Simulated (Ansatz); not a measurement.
C2H6B, doublet, geometry from GFN2-xTB; PBE0/def2-SVP in Ansatz (a first-principles code).

Ansatz was given this input:
Ansatz 0.2 input:
```yaml
crystal:
  periodic: [false, false, false]
  atoms:
    - {symbol: C, position_ang: [1.37748544, -0.08453153, 0.14048362]}
    - {symbol: B, position_ang: [0.02649544, 0.29523667, -0.54583626]}
    - {symbol: C, position_ang: [-1.38643265, -0.01516650, 0.04383900]}
    - {symbol: H, position_ang: [1.60841259, -1.11719610, -0.13034565]}
    - {symbol: H, position_ang: [2.24036755, 0.51069630, -0.15720758]}
    - {symbol: H, position_ang: [1.31883806, -0.05461498, 1.23178911]}
    - {symbol: H, position_ang: [-1.40860248, -0.94562308, 0.61746017]}
    - {symbol: H, position_ang: [-2.19971890, -0.05775153, -0.68020086]}
    - {symbol: H, position_ang: [-1.63809079, 0.78649418, 0.74175039]}
basis:
  gaussian:
    orbitals: def2-SVP
hamiltonian:
  xc: pbe0
magnetization: {spin_polarized: true, initial_magnetization: 1}
```

Predict the main parts of the log of this Ansatz run.


```
Functional definition: PBE0
818 factors; their error is unknown
mean field evaluation 1: about -2833.8229 eV, gradient 3.7e1 eV
mean field evaluation 2: about -2833.2963 eV, gradient 3.7e1 eV
mean field evaluation 4: about -2840.5019 eV, gradient 3.3e-1 eV
mean field evaluation 8: about -2840.4944 eV, gradient 4.4e-3 eV
mean field -2840.49439463 eV, -104.3862436463 hartree, gradient 3.6e-5 eV, S^2 0.751673; 0 other end points of the search recorded, 0 dependent functions left out
reference -2840.49442023 eV, -104.3862445870 hartree; 12, 11 occupied and 60, 61 virtual orbitals, 818 factors
Total energy: -2840.49442023 eV, -104.3862445870 hartree
```
